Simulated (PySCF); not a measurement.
Compound: [Mo(NMe)F4]-, CH3F4MoN (charge -1 and doublet state).
Bonds: Mo1–N2, Mo1–F7, Mo1–F8, Mo1–F9, Mo1–F10, N2–C3. Hydrogens: H4, H5, H6 on C3.

Computed by this run: PBE0-D3(BJ)/def2-SVP geometry optimisation, gas phase, def2 core potentials past Kr in PySCF 2.14.0; unrestricted, density fitting, grid level 1; the optimiser is geomeTRIC in internal coordinates, started from a GFN2-xTB structure with every atom displaced at random (about 0.03 Å).

Step 0: E = -15281.7589 eV
```
atom  x, y, z in Å  |  force x, y, z in eV/Å
Mo1     0.0701   -0.0703   -1.2738   -1.881   3.563  -1.087
N2     -0.0179   -0.0170    0.4434   -0.011  -0.212  -1.009
C3     -0.0711   -0.0180    1.8406    8.017  -0.770  -1.928
H4     -0.9302    0.1393    2.2408   -6.702   0.987   2.617
H5      0.3610   -0.9869    2.2228   -0.371   0.550   0.022
H6      0.6102    0.8090    2.2587   -0.581  -0.836  -0.367
F7      1.8777    0.0113   -1.9366   -0.171  -0.358   0.367
F8      0.0483    1.8618   -1.9563    0.152  -1.827   0.835
F9     -1.8287    0.0220   -1.8980    1.362  -0.338   0.560
F10     0.0052   -1.8279   -1.9371    0.186  -0.758  -0.010
```

**Question.** Estimate the geometry and energy of step 1. (The exact step hangs on the optimiser's Hessian estimate; all steps are aligned on step 0, rigid shifts and turns removed.)

**Answer.** E = -15282.5522 eV, largest force 0.693 eV/Å
```
atom  x, y, z in Å  |  force x, y, z in eV/Å
Mo1    -0.0018   -0.0021   -1.2960    0.410  -0.268  -0.274
N2     -0.0077    0.0053    0.4030   -0.164  -0.058   0.671
C3     -0.0020   -0.0192    1.8085    0.617   0.136  -0.115
H4     -1.0032    0.1422    2.2223   -0.330  -0.034   0.181
H5      0.4028   -0.9721    2.2017   -0.157  -0.069  -0.008
H6      0.6573    0.7726    2.2252   -0.108   0.004  -0.056
F7      1.8432    0.0022   -1.7892    0.398  -0.069  -0.128
F8      0.0305    1.7835   -1.9304   -0.017   0.656  -0.136
F9     -1.7965    0.0223   -1.9184   -0.650  -0.050  -0.122
F10     0.0020   -1.8114   -1.9222    0.001  -0.249  -0.012
```

The energy changes by -0.7934 eV. The first-order estimate −F·Δx gives -1.7518 eV and the mean of the old and new forces, exact on a quadratic surface, -0.8133 eV. The step makes an angle of 55° with the force vector and moves no atom by more than 0.152 Å.

The cost below is that of the whole optimisation. Hardware: one thread of an Arm Neoverse V1, no GPU, shared host with 32 logical CPUs at a one-minute load of 16. Cost: 2.7 min, 0.58 GiB resident at most.
